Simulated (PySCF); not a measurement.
Method: CAM-B3LYP-D3(BJ)/def2-TZVP (PySCF). Isolated molecules, 0 K electronic values unless said otherwise. One relaxed conformer stands for a flexible species; it need not be the lowest. Excitations are Tamm–Dancoff values on a coarser integration grid. The basis has no diffuse functions, so Rydberg states are missing or too high.

Reference species (SMILES): `C=C(Cl)/C=C/[SiH3]` (Cl–C–C–C torsion 0°) (neutral, multiplicity 1).

```yaml
S1–T1 gap (TDA): 2.75 eV
brightest of the four lowest singlets (TDA): 5.93 eV
HOMO: -8.42 eV
```

Changed species: `C=C([SiH3])C(=C)Cl` (Si–C–C–Cl torsion 45°).

Problem. Give the shifts of the S1–T1 gap (TDA), brightest of the four lowest singlets (TDA) and HOMO.

Solution. the S1–T1 gap (TDA) falls by 0.64 eV, to 2.11 eV; the brightest of the four lowest singlets (TDA) decreases by 0.21 eV, to 5.72 eV; the HOMO drops by 0.14 eV, to -8.56 eV.
